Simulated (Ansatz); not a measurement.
The cluster Mg2O3H2⁻. The state is a doublet with charge -1. Geometry r2SCAN-D4/def2-SVP, that of the neutral singlet; atoms count from 1.

Cartesian coordinates in Å:
```
Mg -0.726 -0.850 0.451
Mg 0.321 0.746 -0.891
O -1.201 -0.307 -1.302
O 1.254 -0.798 0.030
O -0.289 1.045 1.017
H 1.647 -1.502 -0.501
H -1.007 1.665 1.194
```

The highest occupied level of the charge -1 doublet lies above zero (up to 0.24 eV). By energy differences its removal costs 1.05 eV (vertical, to the charge 0 singlet, at PBE0-D4/def2-TZVPD); a positive level beside a positive removal energy at the same level points to self-interaction error. The structure comes from a short search, and lower isomers may exist.

**Question.** Estimate the Mulliken populations from the PBE0/def2-TZVPD orbitals of Ansatz.

**Answer.** 
| atom | charge (e) | spin (α − β) |
| --- | --- | --- |
| Mg1 | 0.56 | 0.66 |
| Mg2 | 0.56 | 0.66 |
| O3 | -1.09 | -0.14 |
| O4 | -0.74 | -0.08 |
| O5 | -0.74 | -0.08 |
| H6 | 0.23 | -0.01 |
| H7 | 0.23 | -0.01 |
Mulliken values and Mayer orders depend strongly on the basis. With diffuse functions, as here, like atoms can get unlike values, and bond orders can come out too low or too high.

**Question.** Where does the spin sit?

**Answer.** Summed by element: Mg 1.32, O -0.30, H -0.02, of 1 unpaired in all. Largest on single atoms: Mg1 0.66, Mg2 0.66, O3 -0.14.

**Question.** And the Mayer bond orders between bonded heavy atoms (over 0.3)?

**Answer.** Mg1–Mg2 0.54 (2.33 Å); Mg1–O3 0.59 (1.90 Å); Mg2–O3 0.59 (1.90 Å).
